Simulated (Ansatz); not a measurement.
Relaxation of Ga2O2 with RKS PBE-D4/def2-SVP.

```sh
$ ansatz run in.yaml --threads 4 --pin off --events-out ev --progress --plain --max-ram 3916MiB
```

```yaml
crystal:
  periodic: [false, false, false]
  atoms:
    - {symbol: Ga, position_ang: [-1.307160, 1.180540, 0.665370]}
    - {symbol: Ga, position_ang: [1.310130, -1.182450, -0.658160]}
    - {symbol: O, position_ang: [-0.387420, -0.075620, -0.627370]}
    - {symbol: O, position_ang: [0.384460, 0.077520, 0.620160]}
basis:
  gaussian: {orbitals: def2-SVP}
hamiltonian: {xc: pbe, dispersion: d4}
scf: {omitted_lower_state_checks: [starts]}
output: {orbitals: {seedname: orbitals}}
relax: {f_tol: 0.02, max_steps: 100}
```

Run time 8 s (4 threads of Arm Neoverse V2 on a shared host).

Positions (Å) and forces (eV/Å) at steps 1, 2, 3, 4, 7, 9, 10, 11, 12 of 12:

```xyz
4
step=1 energy=-108813.0812 eV
Ga   -1.307    1.181    0.665   -0.268    0.234    0.123
Ga    1.310   -1.182   -0.658    0.240   -0.227   -0.137
O    -0.387   -0.076   -0.627   -1.250   -0.257   -2.040
O     0.384    0.078    0.620    1.278    0.250    2.055
4
step=2 energy=-108813.1635 eV
Ga   -1.310    1.183    0.666   -0.131    0.112    0.056
Ga    1.312   -1.185   -0.660    0.111   -0.109   -0.070
O    -0.398   -0.078   -0.645   -0.659   -0.137   -1.080
O     0.396    0.080    0.639    0.679    0.134    1.094
4
step=3 energy=-108813.2017 eV
Ga   -1.313    1.184    0.666   -0.003   -0.001   -0.003
Ga    1.312   -1.186   -0.662   -0.004    0.000   -0.005
O    -0.411   -0.080   -0.667   -0.087   -0.019   -0.147
O     0.411    0.083    0.663    0.094    0.021    0.154
4
step=4 energy=-108813.2026 eV
Ga   -1.313    1.183    0.665    0.006   -0.007   -0.004
Ga    1.311   -1.186   -0.662   -0.009    0.006    0.002
O    -0.413   -0.081   -0.671    0.006    0.001    0.007
O     0.415    0.084    0.668   -0.004    0.001   -0.005
4
step=7 energy=-108813.2026 eV
Ga   -1.316    1.176    0.666   -0.009    0.006    0.009
Ga    1.305   -1.191   -0.660    0.010   -0.011    0.001
O    -0.408   -0.075   -0.673   -0.005    0.003   -0.011
O     0.418    0.091    0.667    0.005    0.002    0.001
4
step=9 energy=-108813.2058 eV
Ga   -1.340    1.118    0.689   -0.100    0.047    0.056
Ga    1.264   -1.234   -0.630    0.068   -0.101   -0.021
O    -0.374   -0.025   -0.699   -0.020    0.028   -0.063
O     0.449    0.142    0.640    0.052    0.027    0.028
4
step=10 energy=-108813.2217 eV
Ga   -1.412    0.973    0.722    0.165   -0.096    0.017
Ga    1.144   -1.344   -0.589   -0.011    0.080    0.176
O    -0.264    0.093   -0.739   -0.068    0.115   -0.062
O     0.532    0.279    0.606   -0.086   -0.099   -0.130
4
step=11 energy=-108813.2398 eV
Ga   -1.400    0.899    0.743   -0.060    0.014    0.037
Ga    1.098   -1.358   -0.523    0.033   -0.061    0.004
O    -0.247    0.161   -0.784    0.000    0.037   -0.030
O     0.550    0.298    0.564    0.027    0.010   -0.011
4
step=12 energy=-108813.2407 eV
Ga   -1.406    0.888    0.747    0.013   -0.012   -0.007
Ga    1.090   -1.367   -0.516   -0.013    0.010    0.007
O    -0.240    0.176   -0.789   -0.005    0.000   -0.008
O     0.556    0.303    0.558    0.005    0.002    0.008
```

The structure holds 1 bond(s) between oxygen atoms. The restricted singlet is unstable towards broken spin symmetry in Hartree–Fock (as tested in another run); at PBE-D4/def2-SVP this wasn't settled. Another isomer (singlet) lies 1.65 eV lower at PBE0-D4/def2-TZVP; other spin states weren't run for this one.
